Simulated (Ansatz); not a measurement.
```yaml
crystal:
  periodic: [false, false, false]
  atoms:
    - {symbol: Sr, position_ang: [-1.092160, -2.353505, -0.972476]}
    - {symbol: Sr, position_ang: [0.515773, 1.498178, -1.545317]}
    - {symbol: Sr, position_ang: [1.544693, -0.263693, 1.563022]}
    - {symbol: Sr, position_ang: [-2.534102, 0.656729, 1.211078]}
    - {symbol: Te, position_ang: [1.854821, -1.541929, -1.487993]}
    - {symbol: Te, position_ang: [-1.187196, -2.054659, 2.174486]}
    - {symbol: Te, position_ang: [-2.550313, 0.279499, -1.943512]}
    - {symbol: Te, position_ang: [3.559668, 1.239737, -0.475597]}
    - {symbol: Te, position_ang: [-0.111164, 2.539634, 1.476299]}
basis:
  gaussian: {orbitals: def2-TZVPD}
magnetization: {spin_polarized: true, initial_magnetization: 2}
hamiltonian: {xc: pbe0, dispersion: d4}
scf: {omitted_lower_state_checks: [starts]}
output: {orbitals: {seedname: orbitals}}
```

```sh
$ ansatz run in.yaml --threads 4 --pin off --events-out ev --progress --plain --max-ram 6963MiB
```

(1) Does this run fit into the memory that it is given?

## Answers

(1) No. It has 427 basis functions, and Ansatz plans for 9 GiB where 7 GiB are given.
